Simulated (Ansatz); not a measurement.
Gas-phase electronic energies from Ansatz, PBE0-D4/def2-TZVP geometries. CCSD(T)/CBS adds triple-zeta CCSD(T) − MP2 to the extrapolated MP2 energy (def2 sets, frozen cores). Functionals use def2-TZVPP. B3LYP here is the variant with VWN-RPA as its local correlation; programs differ in this. One conformer a species, not always the lowest.

`B[SiH](O)C=O` → `O=CB(O)[SiH3]`  (isomerisation)

Is it downhill or uphill in electronic energy at CCSD(T)/CBS, and by how much? (Estimate.)

Ansatz gave: Downhill: ΔE = -75.6 kJ/mol.

What do these levels give: PBE-D4, B3LYP-D4, PBE, B3LYP, MP2/CBS(def2), CCSD/CBS(def2)? (Estimate.)

Computed: PBE-D4 -83.2, B3LYP-D4 -76.0, PBE -84.0, B3LYP -77.3, MP2/CBS(def2) -73.1, CCSD/CBS(def2) -72.2 kJ/mol.

Largest T1 diagnostic among the species: 0.016.

In def2-TZVPP, CCSD(T) changes the Hartree–Fock value by −18.5 kJ/mol (the triples alone add −3.5 kJ/mol) and MP2 by −16.0 kJ/mol.
